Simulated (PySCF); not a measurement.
# Telling isomers of C$_{6}$H$_{12}$O$_{2}$Si apart by NMR

[PySCF 2.14.0 with density-fitted response routines: geometry from GFN2-xTB; GIAO PBE0/pcSseg-1 shieldings; non-relativistic; no solvent; fast rotation and ring inversion assumed for equivalent nuclei; one computed conformer]

Shifts are taken against calculated references (same method and geometry level): ¹H and ¹³C vs TMS. Where no couplings were computed, multiplicities follow the n + 1 count of equivalent neighbours, and m marks all less simple cases (inequivalent or close neighbours, rings, F or P nearby). Acid and N–H amide carbonyl carbons lie up to 10 ppm further downfield in solution (hydrogen bonding). Shifts are as computed. Against solution values, carbons near 30 ppm lie about +3 ppm off and those near 130 ppm about +5 ppm. Of 1211 compounds with measured shifts, 218 miss one by over three times the rms of a fit or turn the order of signals round; such compounds aren't used in these exercises. OH and NH positions are gas-phase values without hydrogen bonding to other molecules.

(1) Tabulate the signals of `C[C@H]1C[Si@@](C)(C(=O)O)C1`, `O[SiH2]OC/C=C\C1CC1` and their relative energies.

(2) What is the quickest way to tell C[C@H]1C[Si@@](C)(C(=O)O)C1 from O[SiH2]OC/C=C\C1CC1?

## Answers

(1) 
| SMILES | carbon types | δC | δH | E rel. (kcal/mol) |
| --- | --- | --- | --- | --- |
| C[C@H]1C[Si@@](C)(C(=O)O)C1 | 1×C 1×CH 2×CH2 2×CH3 | 186.4, 28.5, 28.4, 23.7, -1.9 | 6.65 (br s, 1H), 2.58 (m, 1H), 1.74 (m, 2H), 1.36 (d, 3H), 1.18 (m, 2H), 0.50 (s, 3H) | 0.0 |
| O[SiH2]OC/C=C\C1CC1 | 3×CH 3×CH2 | 140.4, 137.0, 62.0, 14.4, 9.2 | 5.85 (m, 1H), 5.05 (s, 2H), 4.86 (m, 1H), 4.86 (d, 2H), 1.45 (br s, 1H), 1.15 (m, 1H), 0.78 (m, 2H), 0.31 (m, 2H) | 7.9 |

Energies are electronic energies at PBE0/pcSseg-1 on these geometries, without zero-point or thermal terms, each for the one conformer computed, which needn't be the lowest.

(2) Both give the same number of carbon signals, but DEPT or the intensities differ. The first has a carbonyl carbon (C) at 186.4 ppm, the second an alkene CH at 140.4 ppm. In the proton spectra the most deshielded non-exchanging signals are 2.58 (m, 1H) and 5.85 (m, 1H).
